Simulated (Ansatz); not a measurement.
TiSi₆⁺, relaxed as a doublet with UKS PBE0-D4/def2-SVP in Ansatz, starting from the GFN2-xTB geometry. Force threshold 0.02 eV/Å.

The charge 1 doublet is spin-contaminated (final ⟨S²⟩ up to 0.87, 0.75 for a pure state). The relaxation made no stability test and no search for a lower SCF solution. No other spin state of charge 1 was run. Another isomer (doublet) lies 0.79 eV lower at PBE0-D4/def2-TZVP; other spin states weren't run for this one.

Start:

```xyz
7

Ti    0.5776   -0.3936   -0.9336
Si   -0.1433   -1.9470    0.9685
Si   -2.0271    2.2362    0.5039
Si    2.2671    0.8157    0.5096
Si    0.8718   -2.9460   -0.8630
Si    0.1781    1.6762    0.9296
Si   -1.7243    0.5586   -1.1149
```

```json
{"step": "1", "energy (eV)": "-70325.4867", "largest force component (eV/Å)": "1.475", "SCF passes": "119"}
{"step": "2", "energy (eV)": "-70326.1856", "largest force component (eV/Å)": "1.052", "SCF passes": "62"}
{"step": "3", "energy (eV)": "-70326.8374", "largest force component (eV/Å)": "0.630", "SCF passes": "55"}
{"step": "4", "energy (eV)": "-70327.3190", "largest force component (eV/Å)": "0.699", "SCF passes": "48"}
{"step": "5", "energy (eV)": "-70327.7489", "largest force component (eV/Å)": "0.533", "SCF passes": "55"}
{"step": "6", "energy (eV)": "-70327.9285", "largest force component (eV/Å)": "0.850", "SCF passes": "58"}
{"step": "7", "energy (eV)": "-70328.1260", "largest force component (eV/Å)": "0.455", "SCF passes": "64"}
{"step": "8", "energy (eV)": "-70328.3830", "largest force component (eV/Å)": "1.072", "SCF passes": "102"}
{"step": "9", "energy (eV)": "-70328.7590", "largest force component (eV/Å)": "0.424", "SCF passes": "48"}
{"step": "10", "energy (eV)": "-70328.8408", "largest force component (eV/Å)": "0.674", "SCF passes": "47"}
{"step": "11", "energy (eV)": "-70328.9364", "largest force component (eV/Å)": "0.338", "SCF passes": "39"}
{"step": "12", "energy (eV)": "-70328.9624", "largest force component (eV/Å)": "0.226", "SCF passes": "42"}
{"step": "13", "energy (eV)": "-70328.9767", "largest force component (eV/Å)": "0.117", "SCF passes": "43"}
{"step": "14", "energy (eV)": "-70328.9806", "largest force component (eV/Å)": "0.073", "SCF passes": "39"}
{"step": "15", "energy (eV)": "-70328.9811", "largest force component (eV/Å)": "0.040", "SCF passes": "40"}
{"step": "16", "energy (eV)": "-70328.9816", "largest force component (eV/Å)": "0.012", "SCF passes": "40"}
```

Force components are those of the run's own axes.

End:

```xyz
7

Ti    0.413   -0.172   -1.604
Si   -0.360   -1.362    0.842
Si   -1.597    2.474    0.207
Si    1.893   -0.035    0.428
Si    1.509   -2.165   -0.401
Si   -0.142    0.921    1.191
Si   -1.716    0.338   -0.664
```

Bonds formed: Si2–Si4, Si2–Si6, Si2–Si7, Si4–Si5, Si6–Si7 (atoms count from 1).

No frequencies were taken in this run, so the end may be a saddle point.

It took 2.5 min on 4 threads of Arm Neoverse V1 on a shared host, peak host memory 0.68 GiB.
